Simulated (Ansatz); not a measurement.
```yaml
crystal:
  periodic: [false, false, false]
  atoms:
    - {symbol: Si, position_ang: [-1.155250, -0.069918, 1.188126]}
    - {symbol: N, position_ang: [-0.039171, 0.052096, -0.117574]}
    - {symbol: Si, position_ang: [1.595685, -0.484579, -0.049762]}
    - {symbol: Cd, position_ang: [-0.688208, 0.876255, -1.835984]}
    - {symbol: Cl, position_ang: [-1.417765, 1.803079, -3.767713]}
    - {symbol: H, position_ang: [-0.698041, 0.685611, 2.388483]}
    - {symbol: H, position_ang: [-2.462873, 0.498181, 0.748437]}
    - {symbol: H, position_ang: [-1.377143, -1.483254, 1.605175]}
    - {symbol: H, position_ang: [2.239408, -0.210590, -1.367521]}
    - {symbol: H, position_ang: [1.694587, -1.946278, 0.222885]}
    - {symbol: H, position_ang: [2.374172, 0.222495, 1.006047]}
basis:
  gaussian: {orbitals: cc-pVTZ-PP, point_charges: [{charge: 1.00, position_ang: [6.254, -0.170, 0.532]}]}
hamiltonian: {xc: {name: HF}}
correlation: {method: rpa}
```

```sh
$ ansatz run in.yaml --threads 4 --pin off --events-out ev --progress --plain --max-ram 11315MiB
```

Shortened log:

```
Functional definition: HF
Error: <dir> the basis set cc-pVTZ-PP has no functions for Si
```

Problem. Something in this input is off. What?

Solution. The basis set is misnamed or doesn't suit the job. The program refused the input.
